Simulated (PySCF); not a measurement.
Telling isomers of C4H7F3O3 apart by NMR

PySCF 2.14.0 with density-fitted response routines calculation with σ from GIAO-PBE0/pcSseg-1 and structure optimised with GFN2-xTB; one conformer, isolated molecule, one averaged value for each set of equivalent atoms, relativity neglected.

References, each an isolated molecule treated in the same way: 1H and 13C against TMS. Splittings of carbon signals by F and P are missing where no couplings were computed. Where no couplings were computed, multiplicities follow the n + 1 count of equivalent neighbours, and m marks all less simple cases (inequivalent or close neighbours, rings, F or P nearby). Shifts are as computed. Against solution values, carbons near 30 ppm lie about +3 ppm off and those near 130 ppm about +5 ppm (rms about the fit 2.1 ppm; single classes can miss by 10 ppm). Of 1328 compounds with measured shifts, 309 miss one by over three times the rms of a fit or turn the order of signals round; such compounds aren't used in these exercises. Signals without a measured value on file couldn't be tested in this way; 1H shifts scatter by 0.2 ppm about their fit, and single ones miss by 0.5 ppm.

Tabulate the signals of `COC(OC)OC(F)(F)F`, `COC(F)(OC)OC(F)F` and their relative energies.

Results:


| SMILES | carbon types | δC | δH | E rel. (kcal/mol) |
| --- | --- | --- | --- | --- |
| COC(OC)OC(F)(F)F | 1×C 1×CH 2×CH3 | 129.2, 119.4, 54.5 | 5.98 (s, 1H), 3.75 (s, 6H) | 1.0 |
| COC(F)(OC)OC(F)F | 1×C 1×CH 2×CH3 | 130.1, 121.3, 55.6 | 6.75 (m, 1H), 3.90 (s, 6H) | 0.0 |

Energies are electronic energies at PBE0/pcSseg-1 on these geometries, without zero-point or thermal terms, each for the one conformer computed, which needn't be the lowest.
